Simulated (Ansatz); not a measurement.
A nudged elastic band was laid between two geometries of Cl₂FH₃O₂Ti (9 atoms, charge 0, multiplicity 1).

The calculation used RKS B3LYP/def2-SVP in Ansatz 0.2.0.

| Item | Value |
| --- | --- |
| movable images | 5 |
| climbing image | yes |
| spring | 5.0 eV/Å² |
| optimiser | quadratic models (default) |
| start path | through a guess of the saddle point |
| force threshold | 0.05 eV/Å |
| iteration limit | 60 |
| end points | relaxed |

First end point:

```xyz
9
Properties=species:S:1:pos:R:3
Ti -0.035 0.082 0.181
Cl -0.554 -0.291 2.343
O 1.685 -0.062 -0.332
H 1.957 -0.795 -0.907
Cl -1.275 1.479 -1.000
F -0.552 -1.447 -0.476
O 0.960 1.922 1.107
H 1.893 1.835 0.854
H 0.923 1.832 2.072
```

Last end point:

```xyz
9
Properties=species:S:1:pos:R:3
Ti -0.133 0.326 -0.407
Cl 2.754 0.468 2.253
O 1.291 -0.697 -0.382
H 2.047 -0.640 0.235
Cl -0.107 1.718 -2.126
F -1.587 -0.640 -0.472
O -0.077 1.265 1.134
H -0.747 1.792 1.591
H 1.563 0.964 2.016
```

Which bonds break or form, and what moves?

Bonds broken: Ti1–Cl2, O7–H9. Bonds formed: Cl2–H9. Cl2FH3O2Ti becomes ClFH2O2Ti + ClH.

Give the energies along the band, and the barrier.

The forces met the threshold. The highest image is number 3 of 0 to 6, 0.80 eV above the first end and 0.45 eV above the last; the last end lies 0.35 eV above the first. A vibrational analysis at the climbing image gives one clearly imaginary mode, 756i cm⁻¹: a first-order saddle point. The orbitals stay closed-shell, which can raise the energy where a bond breaks towards radicals; this wasn't checked here.

| image | path coordinate (Å) | energy (eV) | Ti1–Cl2 (Å) | O7–H9 (Å) | Cl2–H9 (Å) |
| --- | --- | --- | --- | --- | --- |
| 0 | 0.00 | 0.00 | 2.25 | 0.97 | 2.60 |
| 1 | 1.49 | 0.06 | 2.25 | 0.97 | 2.87 |
| 2 | 2.97 | 0.13 | 2.32 | 0.97 | 2.41 |
| 3 | 4.46 | 0.80 | 2.85 | 1.25 | 1.52 |
| 4 | 5.55 | 0.43 | 3.68 | 1.85 | 1.31 |
| 5 | 6.64 | 0.37 | 3.89 | 1.88 | 1.31 |
| 6 | 7.73 | 0.35 | 3.93 | 1.89 | 1.31 |

What is the geometry of the highest image?


```xyz
9
Properties=species:S:1:pos:R:3
Ti 0.138 0.383 -0.171
Cl 1.193 -0.608 2.286
O 1.534 -0.480 -0.802
H 2.088 -1.048 -0.240
Cl -0.442 1.787 -1.767
F -1.232 -0.660 0.053
O 0.432 1.680 1.214
H 0.403 2.647 1.241
H 0.890 0.855 2.030
```

What are the harmonic wavenumbers there?

756i, 53, 74, 114, 149, 190, 200, 204, 223, 345, 416, 500, 556, 653, 731, 821, 851, 878, 1449, 3786, 3838 cm⁻¹.

Run time: 7.8 min on 4 threads of Arm Neoverse V1 (shared host), peak memory 0.36 GiB.
